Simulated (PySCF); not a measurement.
## A small calculation by hand: entropy of an ideal gas

SiH2F2, SMILES F[SiH2]F.

The structure is a stationary point at TPSSh-D3(BJ)/def2-TZVP.

PySCF with TPSSh-D3(BJ)/def2-TZVP gives the harmonic wavenumbers 312, 707, 732, 858, 897, 978, 989, 2301, 2311 cm⁻¹ and the rotational temperatures 1.1722, 0.3666, 0.3006 K. The molar mass is 68.10 g/mol, the symmetry number 2, the spin multiplicity 1.

Work out the entropy at 298.15 K and 1 atm in the rigid-rotor, harmonic-oscillator model.


Translation (Sackur–Tetrode at 1 atm): S = R[1.5 ln M + 2.5 ln T − 1.16487] = 161.4 J/(mol K).
Rotation: q = (√π/σ) T^1.5/√(θA θB θC) = 12700, S = R[ln q + 3/2] = 91.0 J/(mol K).
Vibration: with u = 1.4388 ν/T, each mode gives R[u/(e^u − 1) − ln(1 − e^−u)]:
| ν (cm⁻¹) | modes | u | S (J/(mol K)) |
|---|---|---|---|
| 312 | 1 | 1.51 | 5.66 |
| 707 | 1 | 3.41 | 1.25 |
| 732 | 1 | 3.53 | 1.13 |
| 858 | 1 | 4.14 | 0.69 |
| 897 | 1 | 4.33 | 0.59 |
| 978 | 1 | 4.72 | 0.43 |
| 989 | 1 | 4.77 | 0.41 |
The stiffer modes add less than 0.005 each. Sum 10.2 J/(mol K).
Spin: R ln 1 = 0.0 J/(mol K).
Total 262.6 J/(mol K); the program's own thermochemistry gives 262.6. Translation makes up 61 % and vibration 4 %. Anharmonicity, hindered rotation and orbital degeneracy are left out.
